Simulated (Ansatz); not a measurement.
Reaction (redistribution): `N[SiH2][TeH]` + `CC[SiH](F)[SiH3]` → `N[SiH2][SiH](F)[SiH3]` + `CC[TeH]`

Program: Ansatz. Geometries: PBE0-D4/def2-TZVP. ΔE: electronic, gas phase. CCSD(T)/CBS adds triple-zeta CCSD(T) − MP2 to the extrapolated MP2 energy (def2 sets, frozen cores). DFT in def2-TZVPP. B3LYP here is the variant with VWN-RPA as its local correlation; programs differ in this. def2 core potentials past Kr. For Te outer-core shells are correlated without core-valence functions, which leaves a few kJ/mol of doubt a bond. Each species was taken in one conformer, which may not be the lowest.

`N[SiH2][TeH]`:

Cartesian coordinates in Å:
```
N 0.953 -0.009 -1.026
Si -0.092 -0.655 0.169
Te -2.050 0.739 0.902
H 0.576 0.257 -1.923
H 1.670 0.639 -0.739
H 0.752 -0.952 1.351
H -0.755 -1.872 -0.360
H -1.056 1.853 1.624
```

`CC[SiH](F)[SiH3]`:

Z-matrix (Å, degrees):
```
C
C 1 1.527
H 1 1.092 2 111.3
H 1 1.093 2 111.4 3 -120.1
H 1 1.093 2 111.3 3 119.8
Si 2 1.866 1 113.7 3 -60.0
H 2 1.096 1 110.6 3 62.3
H 2 1.097 1 110.7 3 179.4
Si 6 2.346 2 112.6 1 178.9
F 6 1.612 2 108.7 1 58.6
H 6 1.491 2 109.8 1 -57.5
H 9 1.488 6 110.7 2 -58.1
H 9 1.487 6 111.3 2 -179.3
H 9 1.490 6 109.0 2 61.0
```

`N[SiH2][SiH](F)[SiH3]`:

Cartesian coordinates in Å:
```
N 1.863 -1.443 1.678
Si 0.419 -0.580 1.294
Si 0.188 0.126 -0.943
F 1.456 1.050 -1.343
Si -1.792 1.321 -1.338
H 2.731 -0.931 1.725
H 2.014 -2.351 1.268
H 0.364 0.620 2.172
H -0.749 -1.460 1.579
H 0.218 -1.056 -1.856
H -1.899 1.760 -2.756
H -1.871 2.517 -0.457
H -2.941 0.426 -1.025
```

`CC[TeH]`:

Z-matrix (Å, degrees):
```
C
C 1 1.514
H 1 1.094 2 110.3
H 1 1.093 2 111.6 3 119.5
H 1 1.093 2 111.6 3 -119.6
Te 2 2.158 1 109.9 3 -180.0
H 2 1.089 1 111.7 3 -61.2
H 2 1.089 1 111.7 3 61.3
H 6 1.658 2 94.0 1 -179.8
```

```
             level  ΔE (kJ/mol)  difference from CCSD(T)/CBS
            PBE-D4        102.4                         -7.4
         r2SCAN-D4        112.7                          2.9
          B3LYP-D4        107.5                         -2.3
           ωB97X-V        110.9                          1.1
               PBE        102.3                         -7.5
     HF/def2-TZVPP        118.9                          9.1
SCS-MP2/def2-TZVPP        112.4                          2.6
    MP2/def2-QZVPP        117.9                          8.1
SCS-MP2/def2-QZVPP        113.3                          3.5
      HF/CBS(def2)        118.5                          8.7
       CCSD(T)/CBS        109.8                            0
```

Largest T1 diagnostic among the species: 0.013.

From PBE to PBE0 (25 % exact exchange), in def2-TZVPP and without D4, ΔE moves by +7.1 kJ/mol.
